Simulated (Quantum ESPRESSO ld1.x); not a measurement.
Values are calculated unless marked as measured or tabulated.
Hf6+, configuration [Kr] 4d10 4f13 5s1.5 5p5 6s0.5 (fractional occupations, a model configuration).

Code: ld1.x of Quantum ESPRESSO 7.5. Model: Dirac Kohn-Sham, PBE, spin-unpolarised, spherical densities, point nucleus; open shells fill j = l - 1/2 first.

Energy parts (Ry):
part                     energy
total                 -30174.13
kinetic                33763.35
electron-nucleus      -74727.02
Hartree                11402.68
exchange-correlation    -613.14

Orbitals (lengths in bohr, moments of r in powers of bohr; <r^-3> diverges for s and p1/2):
| orbital | occ. | eigenvalue (Ry) | <r^4> | <r^-3> | <r> | <1/r> |
|---|---|---|---|---|---|---|
| 1s1/2 | 2 | -4798.87 | 6.619e-07 | - | 0.01898 | 83.85 |
| 2s1/2 | 2 | -825.685 | 0.0001002 | - | 0.07976 | 20.32 |
| 2p1/2 | 2 | -788.812 | 0.00006068 | - | 0.06612 | 20.28 |
| 2p3/2 | 4 | -701.205 | 0.00008643 | 14850 | 0.07385 | 17.23 |
| 3s1/2 | 2 | -193.275 | 0.003730 | - | 0.2081 | 7.454 |
| 3p1/2 | 2 | -176.946 | 0.003311 | - | 0.1981 | 7.367 |
| 3p3/2 | 4 | -158.170 | 0.004304 | 3320 | 0.2124 | 6.581 |
| 3d3/2 | 4 | -130.567 | 0.002954 | 571.2 | 0.1863 | 6.472 |
| 3d5/2 | 6 | -126.473 | 0.003201 | 490.5 | 0.1908 | 6.284 |
| 4s1/2 | 2 | -44.2090 | 0.08871 | - | 0.4676 | 3.128 |
| 4p1/2 | 2 | -37.5171 | 0.09775 | - | 0.4739 | 3.017 |
| 4p3/2 | 4 | -33.2057 | 0.1272 | 762.8 | 0.5064 | 2.745 |
| 4d3/2 | 4 | -22.2085 | 0.1665 | 114.3 | 0.5262 | 2.529 |
| 4d5/2 | 6 | -21.4154 | 0.1810 | 96.20 | 0.5374 | 2.463 |
| 4f5/2 | 6 | -7.77361 | 0.5380 | 17.02 | 0.6298 | 2.002 |
| 4f7/2 | 7 | -7.63640 | 0.5690 | 16.27 | 0.6383 | 1.976 |
| 5s1/2 | 1.5 | -10.9109 | 2.480 | - | 1.085 | 1.242 |
| 5p1/2 | 2 | -8.86981 | 3.499 | - | 1.174 | 1.133 |
| 5p3/2 | 3 | -8.16859 | 4.498 | 124.2 | 1.252 | 1.047 |
| 6s1/2 | 0.5 | -4.37875 | 45.39 | - | 2.278 | 0.5764 |

The highest occupied level is 6s1/2 at -59.576 eV. The density falls to 0.001 e/bohr^3 at r = 3.15 bohr. Summed over all electrons, <r^2> = 26.07 bohr^2, which gives a Langevin (diamagnetic) susceptibility term of -20.6 x 10^-6 cm^3/mol.
